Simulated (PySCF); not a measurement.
Molecule: SMILES [SiH3]/C=C/[SiH2]N, C2H9NSi2.

Geometry (Å), atoms numbered from 1 in this order:
```xyz
14

N    -2.391    0.469   -0.212
Si   -1.754   -0.839    0.714
C     0.114   -0.614    0.767
C     0.814    0.263    0.050
Si    2.678    0.496    0.108
H    -3.367    0.453   -0.456
H    -2.121    1.409    0.032
H    -2.148   -2.046   -0.018
H    -2.237   -0.927    2.106
H     0.654   -1.267    1.444
H     0.265    0.905   -0.631
H     2.986    1.829    0.639
H     3.218    0.391   -1.252
H     3.287   -0.521    0.967
```

Frames of a GFN2-xTB Langevin trajectory at 300 K; GIAO PBE0/pcSseg-1 shieldings in PySCF, gas phase, non-relativistic; equivalent atoms averaged within each frame.

References, each an isolated molecule treated in the same way: $^{15}$N (267.73 ppm) vs NH3; $^{29}$Si (349.16 ppm) and $^{13}$C (186.93 ppm) and $^{1}$H (31.72 ppm) against TMS. The references are static minima.

**Question.** How do the shifts (ppm) fluctuate along the trajectory?

**Answer.** 
```
         time (fs)    N1    Si2    Si5     C4     C3   H11   H10  H8/H9  H12/H13/H14  H6/H7
               250  11.8  -38.9  -71.9  162.8  154.7  7.80  6.58   5.15         4.85   0.67
               425  10.7  -50.8  -61.9  168.2  168.3  7.39  7.12   5.37         4.26   0.54
               625   6.7  -46.0  -70.0  154.6  158.0  7.36  6.94   4.29         4.50   0.47
               800   0.5  -51.2  -66.6  159.0  151.6  8.04  6.85   5.70         3.90  -0.51
              1000   0.8  -50.1  -66.3  146.1  172.3  7.15  7.99   5.37         4.71  -0.36
    mean of frames   6.1  -47.4  -67.4  158.1  161.0  7.55  7.10   5.17         4.44   0.16
standard deviation   5.3    5.2    3.9    8.4    8.9  0.36  0.53   0.53         0.38   0.55
```

5 frames give an uncertainty of the mean of about the standard deviation over 2.2 at best, since frames this close in time may not be independent; classical motion lacks zero-point vibration, and the reference would need the same averaging.
